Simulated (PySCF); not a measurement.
One of the candidates below gave these computed data.

All candidates are C6H9FO.

* Polarisability: 74.6 au [PBE0/def2-SVPD]
* Rotational structure: rotational constants A, B, C: 4.380, 1.324, 1.162 GHz [GFN2-xTB]
* UV, first state: lowest singlet excitation: 7.04 eV (176 nm, f = 0.102) [TDDFT PBE0/def2-SVPD]
* Triplet: lowest triplet excitation (Tamm–Dancoff): 4.44 eV [TDA PBE0/def2-SVPD]
* UV, strongest line: among the 8 lowest singlet transitions: S3 at 7.60 eV (163 nm, f = 0.277) [TDDFT PBE0/def2-SVPD]
* Dipole: 2.60 D [PBE0/def2-SVPD]

Gas-phase values; electronic properties from PySCF, density fitting. Levels stand in brackets. One conformer (not necessarily the lowest) at the GFN2-xTB geometry, without solvent, vibrations or thermal averaging.

**Question.** Which candidate is it?
A. `FC[C@@H]1CCC=CO1`
B. `C=C[C@@H]1CC[C@@H](F)O1`
C. `C[C@@H]1C[C@H](F)[C@@H]2O[C@@H]21`

**Answer.** B. It is `C=C[C@@H]1CC[C@@H](F)O1`. Numbering: `[CH2:1]=[CH:2][C@@H:3]1[CH2:4][CH2:5][C@@H:6]([F:7])[O:8]1`. Its formula, C6H9FO, gives 2 degrees of unsaturation: 1 ring and 1 π bond in the structure found. The optimised geometry has point group C1 and is an asymmetric top.

The others, at the same levels:
- `FC[C@@H]1CCC=CO1` fails: its computed lowest singlet excitation is 6.07 eV (204 nm, f = 0.005) (against 7.04 eV), strongest line among the 8 lowest singlet transitions is S4 at 6.99 eV (177 nm, f = 0.111) (against S3 at 7.60 eV) and static isotropic polarisability is 71.8 au (against 74.6 au).
- `C[C@@H]1C[C@H](F)[C@@H]2O[C@@H]21` fails: its computed lowest singlet excitation is 7.46 eV (166 nm, f = 0.018) (against 7.04 eV), lowest triplet excitation (Tamm–Dancoff) is 7.31 eV (against 4.44 eV) and static isotropic polarisability is 69.4 au (against 74.6 au).
